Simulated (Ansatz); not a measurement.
Consider the formal exchange of groups at the Si–C bond: `O=C[SiH2][SiH2][SiH3]` + `[SiH3][GeH2][SiH3]` → `[SiH3][SiH2][SiH2][SiH2][GeH2][SiH3]` + `C=O`.

Isolated molecules relaxed with PBE0-D4/def2-TZVP in Ansatz; ΔE leaves out vibrations. CCSD(T)/CBS is the MP2 limit (def2-TZVPP, def2-QZVPP) plus CCSD(T) − MP2 in def2-TZVPP, frozen cores. This one scheme is used for every species. DFT in def2-TZVPP. B3LYP here is the variant with VWN-RPA as its local correlation; programs differ in this. For Ge outer-core shells are correlated without core-valence functions, which leaves a few kJ/mol of doubt a bond. Scalar relativity is left out up to krypton. Each species was taken in one conformer, which may not be the lowest.

```json
{"level": "r2SCAN-D4", "ΔE (kJ/mol)": "-34.2", "difference from CCSD(T)/CBS": "2.5"}
{"level": "B3LYP-D4", "ΔE (kJ/mol)": "-34.5", "difference from CCSD(T)/CBS": "2.2"}
{"level": "ωB97X-V", "ΔE (kJ/mol)": "-32.6", "difference from CCSD(T)/CBS": "4.1"}
{"level": "ωB97M-V", "ΔE (kJ/mol)": "-29.3", "difference from CCSD(T)/CBS": "7.4"}
{"level": "PBE", "ΔE (kJ/mol)": "-29.0", "difference from CCSD(T)/CBS": "7.7"}
{"level": "B3LYP", "ΔE (kJ/mol)": "-15.2", "difference from CCSD(T)/CBS": "21.5"}
{"level": "HF/def2-TZVPP", "ΔE (kJ/mol)": "-12.2", "difference from CCSD(T)/CBS": "24.5"}
{"level": "SCS-MP2/def2-TZVPP", "ΔE (kJ/mol)": "-30.3", "difference from CCSD(T)/CBS": "6.4"}
{"level": "SCS-MP2/def2-QZVPP", "ΔE (kJ/mol)": "-30.3", "difference from CCSD(T)/CBS": "6.4"}
{"level": "CCSD/CBS(def2)", "ΔE (kJ/mol)": "-33.6", "difference from CCSD(T)/CBS": "3.1"}
{"level": "CCSD(T)/CBS", "ΔE (kJ/mol)": "-36.7", "difference from CCSD(T)/CBS": "0"}
```

Largest T1 diagnostic among the species: 0.016.

The D4 term adds −19.4 kJ/mol with B3LYP and −12.1 kJ/mol with PBE0; it sums over pairs of atoms, weighted by their polarisabilities, and B3LYP, whose exchange is more repulsive, gets the larger term. From PBE to PBE0 (25 % exact exchange), in def2-TZVPP and without D4, ΔE moves by −3.1 kJ/mol. In def2-TZVPP, CCSD(T) changes the Hartree–Fock value by −23.9 kJ/mol (the triples alone add −3.1 kJ/mol) and MP2 by −25.3 kJ/mol.
